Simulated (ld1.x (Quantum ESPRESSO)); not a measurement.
## u(r) = r·R(r): atom against pseudo-atom (C)

Columns: radius, all-electron u(r) and pseudo u(r) of the 2p shell (level -5.46 eV) of carbon in the configuration [He] 2s1.5 2p2.5; PBEsol, scalar-relativistic, PAW scheme, ld1.x (Quantum ESPRESSO) 7.5.

| r (bohr) | all-electron | pseudo |
| --- | --- | --- |
| 0.165 | 0.1082 | 0.0091 |
| 0.330 | 0.2876 | 0.0357 |
| 0.495 | 0.4472 | 0.0778 |
| 0.660 | 0.5668 | 0.1319 |
| 0.825 | 0.6470 | 0.1941 |
| 0.990 | 0.6921 | 0.2596 |
| 1.155 | 0.7092 | 0.3237 |
| 1.320 | 0.7057 | 0.3820 |
| 1.485 | 0.6876 | 0.4309 |
| 1.650 | 0.6597 | 0.4677 |
| 1.815 | 0.6257 | 0.4909 |
| 1.980 | 0.5883 | 0.5003 |
| 2.145 | 0.5492 | 0.4966 |
| 2.310 | 0.5099 | 0.4818 |
| 2.475 | 0.4712 | 0.4584 |
| 2.640 | 0.4339 | 0.4293 |
| 2.805 | 0.3983 | 0.3972 |
| 2.970 | 0.3647 | 0.3646 |
| 3.135 | 0.3332 | 0.3332 |
| 3.300 | 0.3039 | 0.3039 |
| 3.465 | 0.2769 | 0.2769 |
| 3.630 | 0.2519 | 0.2519 |
| 3.795 | 0.2290 | 0.2290 |
| 3.960 | 0.2080 | 0.2080 |
| 4.125 | 0.1888 | 0.1888 |
| 4.290 | 0.1713 | 0.1713 |

**Question.** How many radial nodes do the two functions have?

**Answer.** The all-electron 2p function has n − l − 1 = 0; the pseudo-wave has 0.

**Question.** At about which radius was the pseudo-wave matched?

**Answer.** 3.30 bohr. The columns agree to 0.0005 from 2.97 bohr on; several derivatives are matched, so the curves merge somewhat inside the radius.

**Question.** Where does each function peak?

**Answer.** Outermost all-electron maximum near 1.16 bohr, pseudo maximum near 1.98 bohr (to the table’s step).

**Question.** Is the pseudo-wave norm-conserving?

**Answer.** No, it belongs to a PAW set: the norm inside the radius is not constrained, and the difference is carried by the augmentation charge.
